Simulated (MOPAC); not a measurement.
Input file for MOPAC: PM7 on MgN, 2S+1 = 4, a spin state set in the input, which need not be the lowest, a point of a bond scan (R = 2.270 Å).

```
PM7 1SCF PRECISE CHARGE=0 UHF MS=1.5 THREADS=1
MgN

N      0.00000000 1     0.00000000 1     0.00000000 1
Mg     0.00000000 1     0.00000000 1     2.26975800 1
```

The log:

```
*******************************************************************************
 **                                                                           **
 **                              MOPAC v23.2.5                                **
 **                                                                           **
 *******************************************************************************
 ** MOPAC's Digital Object Identifier: https://doi.org/10.5281/zenodo.6511958 **
 **                                                                           **
 ** Please cite the open-source release paper for use of this MOPAC version:  **
 ** J. E. Moussa and J. J. P. Stewart (2026)                                  **
 ** MOPAC: An open-source semiempirical molecular orbital program             **
 ** J. Open Source Softw., 11(119), 8025, https://doi.org/10.21105/joss.08025 **
 *******************************************************************************

                              PM7 CALCULATION RESULTS

 *******************************************************************************
 *  PM7        - The PM7 Hamiltonian to be used
 *  UHF        - UNRESTRICTED HARTREE-FOCK CALCULATION
 *
 *
 *
 *                 CHARGE ON SYSTEM = 0
 *
 *
 *
 *  MS=        - IN MECI, MAGNETIC COMPONENT OF SPIN =  1.5
 *  PRECISE    - TIGHTER CRITERIA TO BE USED
 *  1SCF       - DO 1 SCF AND THEN STOP
 *  THREADS=1  - MULTI-THREADING NOT USED
 *  T=         - A TIME OF 172800.0 SECONDS REQUESTED
 *  DUMP=N     - RESTART FILE WRITTEN EVERY 7200.0 SECONDS REQUESTED
 *******************************************************************************
PM7 1SCF PRECISE CHARGE=0 UHF MS=1.5 THREADS=1
 MgN

   ATOM   CHEMICAL          X               Y               Z
  NUMBER   SYMBOL      (ANGSTROMS)     (ANGSTROMS)     (ANGSTROMS)

     1       N          0.00000000  *   0.00000000  *   0.00000000  *
     2      Mg          0.00000000  *   0.00000000  *   2.26975800  *



          CARTESIAN COORDINATES

    NO.       ATOM           X           Y           Z

     1         N          0.0000      0.0000      0.0000
     2        Mg          0.0000      0.0000      2.2698

 General Reference for PM7:
 "Optimization of Parameters for Semiempirical Methods VI: More Modifications to the
 NDDO Approximations and Re-optimization of Parameters", J. J. P. Stewart, J. Mol. Mod., 1:32, 19 (2013)
 https://link.springer.com/article/10.1007/s00894-012-1667-x

           Empirical Formula: N Mg  =     2 atoms



      MOLECULAR POINT GROUP   :   C*v


          UHF CALCULATION, NO. OF ALPHA ELECTRONS =    5
                           NO. OF BETA  ELECTRONS =    2

 -------------------------------------------------------------------------------
 PM7 1SCF PRECISE CHARGE=0 UHF MS=1.5 THREADS=1
 MgN



     1SCF WAS SPECIFIED, SO BFGS WAS NOT USED
     SCF FIELD WAS ACHIEVED


                              PM7 CALCULATION
                                                       MOPAC v23.2.5 Linux




          FINAL HEAT OF FORMATION =        198.47387 KCAL/MOL =     830.41467 KJ/MOL


          COSMO AREA              =         73.67 SQUARE ANGSTROMS
          COSMO VOLUME            =         54.66 CUBIC ANGSTROMS

          IONIZATION POTENTIAL    =          6.225100 EV
          ALPHA SOMO LUMO (EV)    =         -6.225 -1.297
          BETA  SOMO LUMO (EV)    =         -8.020 -0.183
          NO. OF ALPHA ELECTRONS  =          5
          NO. OF BETA  ELECTRONS  =          2
          MOLECULAR WEIGHT        =         38.3117         POINT GROUP:  C*v

          MOLECULAR DIMENSIONS (Angstroms)

            Atom       Atom       Distance
           Mg     2    N     1     2.26976
           Mg     2    N     1     0.00000
            N     1   Mg     2     0.00000


          SCF CALCULATIONS        =          1





   ATOM   CHEMICAL          X               Y               Z
  NUMBER   SYMBOL      (ANGSTROMS)     (ANGSTROMS)     (ANGSTROMS)

     1       N          0.00000000  *   0.00000000  *   0.00000000  *
     2      Mg          0.00000000  *   0.00000000  *   2.26975800  *

                             CARTESIAN COORDINATES

   1    N        0.000000000     0.000000000     0.000000000
   2   Mg        0.000000000     0.000000000     2.269758000


           Empirical Formula: N Mg  =     2 atoms



      MOLECULAR POINT GROUP   :   C*v


          ALPHA EIGENVALUES
 -27.55569 -11.04054 -11.03291 -10.22469  -6.22510  -1.29699  -0.70896   2.17506


           BETA EIGENVALUES
 -21.45113  -8.01995  -0.18305   0.56793   2.00629   2.30346   2.75451   3.47718


              NET ATOMIC CHARGES AND DIPOLE CONTRIBUTIONS

  ATOM NO.   TYPE          CHARGE      No. of ELECS.   s-Pop       p-Pop
    1          N          -0.465999        5.4660     1.95984     3.50616
    2         Mg           0.465999        1.5340     0.27504     1.25896
 DIPOLE           X         Y         Z       TOTAL
 POINT-CHG.     0.000     0.000     5.080     5.080
 HYBRID         0.000    -0.000     1.906     1.906
 SUM            0.000    -0.000     6.986     6.986


          ATOMIC ORBITAL ELECTRON POPULATIONS

     Atom    s        px        py        pz
    1  N   1.95984   1.00000   0.99449   1.51167
    2 Mg   0.27504   1.00000   0.00551   0.25345


                    (SZ)    =    1.500000
                    (S**2)  =    3.769359


          ATOMIC ORBITAL SPIN POPULATIONS

    Atom   Total    s     px     py     pz
         Atomic
    1  N  2.1165  0.007  1.000  0.994  0.115
    2 Mg  0.8835 -0.056  1.000  0.006 -0.066

 **********************
 *                    *
 * JOB ENDED NORMALLY *
 *                    *
 **********************




 == MOPAC DONE ==
```

The run finished.

Cost: around 0.020 core-seconds (rough).
